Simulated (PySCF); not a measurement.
Gas-phase reaction: 3 Ti(OH)₄ + 2 O₃ → 3 TiO₂ + 6 H₂O₂

Method: PySCF energies plus ideal-gas RRHO corrections (1 bar). S°(298 K) at PBE0/def2-TZVP differs from the NASA 1993 table for H₂O₂ (-8 J/mol/K); whether the harmonic model or the table's entry is off was not settled. † marks an energy on the PBE0/def2-TZVP geometry and frequencies; other levels use their own. 6-31G* has spherical d functions here. All species are closed-shell singlets. B3LYP is the form with VWN-RPA correlation. No R ln 2 is added for the mirror-image form of H₂O₂. Ti(OH)₄: computed as isolated molecules; such fragments, hydroxides, amides, oligomers or adducts are transient or little studied in the gas. The harmonic model lacks anharmonicity and excited electronic states, which grow with temperature; levels with a mode under 35 cm⁻¹ are left out. Strong static correlation: O₃. Internal rotation in H₂O₂ is treated as a harmonic vibration of one conformer, which makes the entropy rough.

ΔH° and ΔS° at 298 K: B3LYP/6-31G* 1813 kJ, 579 J/K; BLYP/def2-TZVP† 1766 kJ, 560 J/K; HF/6-31G* 1905 kJ, 536 J/K; PBE/def2-TZVP† 1795 kJ, 560 J/K; PBE0/def2-QZVP† 1817 kJ, 560 J/K; PBE0/def2-SVP† 1846 kJ, 560 J/K.

With the heat capacities included, give log10 K (1 bar) at 600, 800, 1400, 1800, 2000 K from B3LYP/6-31G*, BLYP/def2-TZVP†, HF/6-31G*, PBE/def2-TZVP†, PBE0/def2-QZVP†, PBE0/def2-SVP†.


```
T (K)  B3LYP/6-31G*  BLYP/def2-TZVP†  HF/6-31G*  PBE/def2-TZVP†  PBE0/def2-QZVP†  PBE0/def2-SVP†
-----  ------------  ---------------  ---------  --------------  ---------------  --------------
600          -128.7           -125.6     -139.0          -128.2           -130.0          -132.6
800           -90.1            -88.1      -98.6           -90.0            -91.4           -93.3
1400          -41.4            -40.8      -47.5           -41.9            -42.7           -43.8
1800          -27.3            -27.1      -32.7           -28.0            -28.6           -29.4
2000          -22.5            -22.4      -27.6           -23.2            -23.7           -24.5
```
